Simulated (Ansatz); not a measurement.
Basis-set extrapolation for ClH$_{6}$N$_{3}$Si (`N[Si](N)(N)Cl`) (PBE0-D4/def2-TZVP geometry, frozen core, the Gaussian-basis code of Ansatz). Multiplicity 1, RHF reference.

```json
{"": "HF", "def2-TZVPP": "-915.549080", "def2-QZVPP": "-915.579949"}
{"": "MP2 correlation", "def2-TZVPP": "-0.950426", "def2-QZVPP": "-1.027424"}
{"": "CCSD(T) correlation", "def2-TZVPP": "-1.030508", "def2-QZVPP": "not run"}
```

Energies in hartree. Use E(X) = E(∞) + A·exp(−7.88·√X) for Hartree–Fock and E(X) = E(∞) + B·X^(−2.97) for correlation, with X = 3 and 4, and add CCSD(T) minus MP2 of the smaller set to the MP2 limit.

Question: What is the CCSD(T) energy at the basis-set limit?

Answer: HF limit: -915.579949 + (-0.030869) × 0.13774 = -915.58420. MP2 limit: -1.027424 + (-0.076998) × 0.74074 = -1.08446. Higher-order term: -1.030508 − (-0.950426) = -0.08008. Total: -916.74874 hartree, 106.1 kcal/mol below CCSD(T)/def2-TZVPP.
